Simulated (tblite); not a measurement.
C5H7NOSi.
Numbering: `[CH2:1]=[CH:2][O:3][SiH2:4]/[CH:5]=[CH:6]/[C:7]#[N:8]` (hydrogens: H9, H10 on C1; H11 on C2; H12, H13 on Si4; H14 on C5; H15 on C6)

A start from a force field or distance geometry was refined with GFN2-xTB geometry optimisation, gas phase (tblite). Values at the start:

```tsv
coordinate	start
C1=C2	1.318 Å
C1–H9	1.088 Å
C1–H10	1.077 Å
C2–O3	1.383 Å
C2–H11	1.092 Å
O3–Si4	1.647 Å
Si4–C5	1.829 Å
Si4–H12	1.493 Å
C5=C6	1.348 Å
C5–H14	1.081 Å
C6–C7	1.429 Å
C6–H15	1.086 Å
C7≡N8	1.165 Å
C1–C2–O3	121.8°
C2–O3–Si4	121.6°
O3–Si4–C5	112.8°
Si4–C5–C6	124.7°
C5–C6–C7	121.8°
C6–C7–N8	179.5°
```

Question: How do these coordinates change at the GFN2-xTB level?

Answer: 
| coordinate | GFN2-xTB (Å or °) | change |
| --- | --- | --- |
| Si4–C5 | 1.877 | +0.048 |
| C2–O3 | 1.349 | -0.034 |
| Si4–H12 | 1.465 | -0.028 |
| O3–Si4 | 1.625 | -0.022 |
| C6–C7 | 1.408 | -0.021 |
| C7≡N8 | 1.148 | -0.017 |
| C1–H9 | 1.073 | -0.015 |
| C5=C6 | 1.335 | -0.013 |
| C2–H11 | 1.084 | -0.008 |
| C6–H15 | 1.082 | -0.004 |
| C1=C2 | 1.321 | +0.003 |
| C5–H14 | 1.082 | +0.001 |
| C1–H10 | 1.076 | -0.001 |
| C2–O3–Si4 | 132.4 | +10.8 |
| O3–Si4–C5 | 102.2 | -10.6 |
| C5–C6–C7 | 122.8 | +1.0 |
| C1–C2–O3 | 122.2 | +0.4 |
| Si4–C5–C6 | 124.9 | +0.2 |
| C6–C7–N8 | 179.7 | +0.2 |

The energy falls by 0.192 eV over 62 L-BFGS steps, the largest force on an atom goes from 2.20 to 0.008 eV/Å, and the atoms move by 0.346 Å rms after alignment. The bond that changes most is Si4–C5 (oxygen-bound silicon to alkene CH carbon), which lengthens by 0.048 Å. Bonds longer at the end by more than 0.005 Å: 1 of 14; shorter: 9. Rotational constants go from 4906, 638.3, 568.6 to 3492, 744.8, 618.3 MHz.

Its GFN2-xTB frequencies are all real (lowest 34 cm⁻¹). One conformer, not necessarily the lowest.

Shape of the structure used: `[CH2:1]=[CH:2][O:3][SiH2:4]/[CH:5]=[CH:6]/[C:7]#[N:8]`: C1–C2–O3–Si4 180°, C2–O3–Si4–C5 180°, O3–Si4–C5–C6 0°.

These are computed values.
